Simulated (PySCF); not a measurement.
Numbering as in the mapped SMILES `[OH:1][SiH2:2][C:3]([F:4])([F:5])[F:6]`; H(Xn) means a hydrogen on atom n.

Geometry: GFN2-xTB; GIAO absolute shieldings from PySCF 2.14, gas phase, non-relativistic, averaged over equivalent atoms.

At OLYP/6-311G** (134 basis functions, 14 s wall time on 1 thread of an Arm Neoverse V1, shared host):
| atoms | σ (ppm) |
| --- | --- |
| O1 | 330.5 |
| Si2 | 387.2 |
| C3 | 52.6 |
| F4/F5/F6 | 239.9 |
| H(Si2) | 27.11 |
| H(O1) | 30.64 |

Problem. Predict the values at HCTH407/IGLO-III on the same geometry.

Solution. 
```tsv
atoms	σ at HCTH407/IGLO-III	change
O1	317.3	-13.2
Si2	383.6	-3.6
C3	39.0	-13.6
F4/F5/F6	235.6	-4.3
H(Si2)	26.63	-0.48
H(O1)	30.50	-0.14
```

The largest change is at C3 (CF3 carbon). Cost: 249 basis functions, 30 s wall time on 1 thread of an Arm Neoverse V1, shared host.
